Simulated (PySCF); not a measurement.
# Simulated absorption spectrum

C3H7AlO3Si.
SMILES: `[SiH3]OC1=C[O][AlH2-][O+]=C1`

Method: TDDFT CAM-B3LYP/def2-SVPD, vertical, gas phase, core orbitals frozen in the response in PySCF. One conformer (not necessarily the lowest) at the PBE0-D3(BJ)/def2-SVP geometry, without solvent, vibrations or thermal averaging. Torsions of this conformer, `[SiH3:1][O:2][C:3]1=[CH:4][O:5][AlH2-:6][O+:7]=[CH:8]1`: Si1–O2–C3–C4 1°.

Computed states:

```tsv
state	E (eV)	f
S1	3.74	0.082
S2	4.45	0.0013
S3	5.13	0.044
S4	5.93	0.0003
S5	5.95	0.0058
S6	6.33	0.017
S7	6.64	0.0000
S8	6.83	0.0075
S9	6.86	0.0005
S10	7.12	0.0013
```

Each state is given a Gaussian of 0.5 eV full width at half maximum, with ε(max) = 2.175×10⁸ f / Δν̃ (Δν̃ the width in cm⁻¹). The width is an assumption, not a result. The curve ends short of the highest state used, and states not computed would add to its high-energy end.

Task: What does the envelope look like, and where are its maxima?

Result: 
(E (eV), ε (L mol⁻¹ cm⁻¹)): (2.99, 9), (3.14, 82), (3.30, 519), (3.45, 1747), (3.60, 3566), (3.76, 4405), (3.91, 3208), (4.07, 1331), (4.22, 380), (4.37, 122), (4.53, 115), (4.68, 299), (4.83, 907), (4.99, 1928), (5.14, 2364), (5.30, 1700), (5.45, 763), (5.60, 284), (5.76, 272), (5.91, 452), (6.06, 690), (6.22, 947), (6.37, 981), (6.52, 768)

Maxima: 332 nm (3.74 eV), ε about 4400, made up of S1 (100%); 242 nm (5.13 eV), ε about 2400, made up of S3 (100%); 196 nm (6.31 eV), ε about 1000, made up of S6 (90%) (ε in L mol⁻¹ cm⁻¹; maxima over ε = 5, shares over 10%).

Task: On this curve, what absorbance would a 10⁻⁵ mol/L sample give at 355 nm over a 1 cm path?

Result: 355 nm is 3.493 eV, where ε is about 2200 L mol⁻¹ cm⁻¹, so A = ε c l ≈ 0.022 (Beer–Lambert, with the gas-phase spectrum and the assumed width).

Task: What would ε be at 3.74 eV, the highest of these maxima, with half the width (0.25 eV)?

Result: About 8850 L mol⁻¹ cm⁻¹ against 4430, a factor of about 2.00; a lone state at its own centre would give exactly 2.

Task: Coming from long wavelengths, where does ε first pass 100 L mol⁻¹ cm⁻¹?

Result: At about 393 nm (3.16 eV), 0.58 eV below S1.

All these states lie below the vertical ionisation energy of 8.77 eV (ΔSCF).
